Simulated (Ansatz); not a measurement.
Gas-phase electronic energies from Ansatz, PBE0-D4/def2-TZVP geometries. CCSD(T)/CBS is the MP2 limit (def2-TZVPP, def2-QZVPP) plus CCSD(T) − MP2 in def2-TZVPP, frozen cores. This one scheme is used for every species. DFT in def2-TZVPP. For Zn outer-core shells are correlated without core-valence functions, which leaves a few kJ/mol of doubt a bond. Scalar relativity is left out up to krypton. Each species was taken in one conformer, which may not be the lowest.

Reaction (hydrogenolysis of a C–B bond): `B[CH](Cl)[Zn][F]` + H₂ → `[F][Zn][CH2]Cl` + BH₃

```csv
level,ΔE (kJ/mol)
PBE0-D4,40.3
PBE0,35.6
CCSD/def2-TZVPP,22.9
HF/def2-QZVPP,-13.4
```

What does CCSD(T)/CBS give? (Estimate.)

The calculation gave: +33.5 kJ/mol. The listed levels differ from it by 6.8, 2.1, -10.6, -46.9 kJ/mol.

Largest T1 diagnostic among the species: 0.015.

In def2-TZVPP, CCSD(T) changes the Hartree–Fock value by +46.5 kJ/mol (the triples alone add +9.8 kJ/mol) and MP2 by +51.7 kJ/mol. The D4 term adds +9.0 kJ/mol with B3LYP and +4.7 kJ/mol with PBE0; it sums over pairs of atoms, weighted by their polarisabilities, and B3LYP, whose exchange is more repulsive, gets the larger term. From PBE to PBE0 (25 % exact exchange), in def2-TZVPP and without D4, ΔE moves by −9.5 kJ/mol.

B3LYP here is the variant with VWN-RPA as its local correlation; programs differ in this.
